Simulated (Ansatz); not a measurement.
The same molecule with X = O, S, Se, Te. Ansatz, PBE0-D4/def2-TZVP geometries, multiplicity 1.

Elements past krypton have def2 core potentials. Scalar relativity is left out up to krypton.

| X | molecule | mean X–C bond length / Å | mean X–Si bond length / Å | LUMO energy (ωB97M-V/def2-TZVPP) / eV | LUMO energy (PBE/def2-TZVPP) / eV | zero-point energy (PBE0-D4/def2-TZVP) / kJ/mol |
| --- | --- | --- | --- | --- | --- | --- |
| S | `Cl[SiH]1CS1` | 1.880 | 2.068 | 1.56 | -1.27 | 102.1 |
| Se | `Cl[SiH]1C[Se]1` | 2.037 | 2.207 | 1.23 | -1.62 | 99.8 |
| Te | `Cl[SiH]1C[Te]1` | 2.241 | 2.415 | 0.45 | -2.22 | 97.9 |

Give the row for X = O, `Cl[SiH]1CO1`. (An estimate is asked.)

The calculation gave: 
```
X       molecule  mean X–C bond length / Å  mean X–Si bond length / Å  LUMO energy (ωB97M-V/def2-TZVPP) / eV  LUMO energy (PBE/def2-TZVPP) / eV  zero-point energy (PBE0-D4/def2-TZVP) / kJ/mol
O  `Cl[SiH]1CO1`                     1.493                      1.643                                   1.46                              -1.18                                           107.9
```

From O to Te the mean X–C bond length rises at each step, by 0.748 Å in all; the mean X–Si bond length rises at each step, by 0.772 Å in all; the LUMO energy (ωB97M-V/def2-TZVPP) isn't monotonic: highest at S, lowest at Te; the LUMO energy (PBE/def2-TZVPP) falls at each step, by 1.04 eV in all; the zero-point energy (PBE0-D4/def2-TZVP) falls at each step, by 10.0 kJ/mol in all. Bonds lengthen as the atom grows down the group.
